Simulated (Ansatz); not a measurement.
Li6Si. Charge 0, multiplicity 1. Geometry B3LYP-D4/def2-TZVP; atoms count from 1.

```xyz
7

Li    1.7010    0.5925    0.6660
Li   -0.6809    1.7896   -0.1993
Li    0.0254    2.0988    2.8286
Li   -1.6877   -1.0663   -2.1094
Li   -0.7342   -0.7185    1.0585
Li    1.0869   -2.4527   -1.1020
Si    0.2894   -0.2433   -1.1424
```

The restricted singlet is unstable towards broken spin symmetry in Hartree–Fock (as tested in another run); at PBE0-D4/def2-TZVP this wasn't settled. The structure comes from a short search, and lower isomers may exist.

(1) Estimate the Mulliken populations from the PBE0/def2-TZVP orbitals of Ansatz.

(2) And the Mayer bond orders between bonded heavy atoms (over 0.3)?

Results:

(1) 
```csv
atom,charge (e)
Li1,0.35
Li2,0.36
Li3,-0.18
Li4,0.43
Li5,0.29
Li6,0.43
Si7,-1.68
```
Mulliken values and Mayer orders depend strongly on the basis.

(2) Li1–Li3 0.35 (3.12 Å); Li1–Si7 0.44 (2.44 Å); Li2–Si7 0.44 (2.44 Å); Li4–Si7 0.72 (2.35 Å); Li5–Si7 0.63 (2.47 Å); Li6–Si7 0.72 (2.35 Å). Values over 0.3 also appear between atoms too far apart for a bond (Li2–Li3 0.35 at 3.12 Å); they arise where an orbital or an unpaired electron spreads over both atoms.
